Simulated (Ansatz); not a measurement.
TiHCl3O, singlet: at the end structure of a reaction step.

Input (in.yaml):

```yaml
crystal:
  periodic: [false, false, false]
  atoms:
    - {symbol: Ti, position_ang: [0.282472, 0.447869, 0.382125]}
    - {symbol: Cl, position_ang: [-1.364040, -0.941288, -0.987498]}
    - {symbol: O, position_ang: [1.537603, -0.470172, 0.035327]}
    - {symbol: H, position_ang: [-0.388640, -1.723664, -1.304491]}
    - {symbol: Cl, position_ang: [0.335596, 2.434222, -0.612299]}
    - {symbol: Cl, position_ang: [-0.403091, 0.253132, 2.486736]}
basis:
  gaussian: {orbitals: STO-3G}
hamiltonian: {xc: pbe, dispersion: d4}
```

Command:

```bash
ansatz run in.yaml --threads 8 --pin off --events-out ev --progress --plain --max-ram 19148MiB
```

What Ansatz 0.2.0 printed:

```
Functional definition: PBE
  name "PBE"
  cite "Perdew, Burke & Ernzerhof, Phys. Rev. Lett. 77, 3865 (1996) doi:10.1103/PhysRevLett.77.3865"
  parent pbe
  parameter kappa = 0.804
  parameter beta = 0.06672455060314922
  exchange = pbe_x(kappa = kappa, mu = beta*pi^2/3)
  correlation = pbe_c(beta = beta)
625 factors; integrals over basis functions are off by at most 1.0e-4 eV
mean field evaluation 1: about -62047.0126 eV, gradient 4.2e1 eV
mean field evaluation 2: about -61870.9559 eV, gradient 2.5e2 eV
mean field evaluation 4: about -62052.2626 eV, gradient 1.4e1 eV
mean field evaluation 8: about -62052.8199 eV, gradient 1.4e-1 eV
mean field -62052.79529137 eV, -2280.3981660626 hartree, gradient 4.7e-5 eV, S^2 0.000000; 0 other end points of the search recorded, 0 dependent functions left out
reference -62052.79531330 eV, -2280.3981668685 hartree; 41, 41 occupied and 10, 10 virtual orbitals, 625 factors
Total energy: -62053.01012338 eV, -2280.4060609933 hartree
```

The lines “mean field evaluation” count trial sets of orbitals through the whole run, from several starts and some on an approximate energy, so they need not fall steadily or lie above the final value.

Hardware: 8 CPU threads of an Arm Neoverse V1, shared host. Wall time about 0.5 s.
